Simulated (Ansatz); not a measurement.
C₆H₈Sn, SMILES `[SnH3][c]1ccccc1` at its PBE0-D4/def2-TZVP geometry, where that method's forces vanish. Total charge 0; spin multiplicity 1. Sn takes the def2 core potential.

```xyz
15

Sn    0.3240   -2.0758   -1.6060
C     0.0564   -0.4053   -0.3104
C    -0.8234    0.6230   -0.6426
C    -0.9874    1.7161    0.1962
C    -0.2725    1.7949    1.3819
C     0.6042    0.7773    1.7265
C     0.7659   -0.3147    0.8854
H     1.4843   -1.7265   -2.8108
H     0.8664   -3.4059   -0.6824
H    -1.1602   -2.4452   -2.3658
H    -1.3965    0.5783   -1.5636
H    -1.6768    2.5075   -0.0764
H    -0.4006    2.6479    2.0386
H     1.1633    0.8321    2.6540
H     1.4529   -1.1038    1.1755
```

Problem. What forces (eV/Å) does B3LYP-D4/def2-TZVPP give on these atoms in the Gaussian-basis code of Ansatz? (Estimate.)

Solution. Computed: 
```
Sn1  0.016 -0.117 -0.088
C2  -0.009  0.041  0.035
C3  -0.107 -0.009 -0.173
C4  -0.134  0.154 -0.055
C5  -0.025  0.169  0.131
C6   0.110  0.011  0.180
C7   0.130 -0.149  0.055
H8   0.042  0.009 -0.046
H9   0.019 -0.047  0.028
H10 -0.050 -0.015 -0.028
H11  0.041  0.006  0.068
H12  0.046 -0.052  0.019
H13  0.009 -0.058 -0.044
H14 -0.038 -0.003 -0.062
H15 -0.050  0.060 -0.019
```

B3LYP here is the variant with VWN-RPA as its local correlation; programs differ in this.
